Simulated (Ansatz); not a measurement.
HgBr₂. Charge 0, multiplicity 3. Geometry PBE-D4/def2-TZVP, that of the neutral singlet; atoms count from 1.

```xyz
3

Hg    0.0000    0.0000    0.0000
Br   -2.3997   -0.1565    0.2321
Br    2.3997    0.1565   -0.2321
```

In the def2 sets Hg takes a core potential; there is no spin–orbit coupling. At PBE0-D4/def2-TZVP a singlet of charge 0 lies 4.09 eV below the triplet at the same geometry.

Q: Estimate the Mulliken populations from the PBE0/def2-TZVP orbitals of Ansatz.

A: 
```json
{"atom": "Hg1", "charge (e)": "0.32", "spin (α − β)": "0.60", "d electrons": "9.86"}
{"atom": "Br2", "charge (e)": "-0.16", "spin (α − β)": "0.70", "d electrons": "–"}
{"atom": "Br3", "charge (e)": "-0.16", "spin (α − β)": "0.70", "d electrons": "–"}
```
Mulliken values and Mayer orders depend strongly on the basis.

Q: Where does the spin sit?

A: Summed by element: Hg 0.60, Br 1.40, of 2 unpaired in all. Largest on single atoms: Br2 0.70, Br3 0.70, Hg1 0.60.

Q: And the Mayer bond orders between bonded heavy atoms (over 0.3)?

A: Hg1–Br2 0.61 (2.42 Å); Hg1–Br3 0.61 (2.42 Å). Values over 0.3 also appear between atoms too far apart for a bond (Br2–Br3 0.48 at 4.83 Å); they arise where an orbital or an unpaired electron spreads over both atoms.
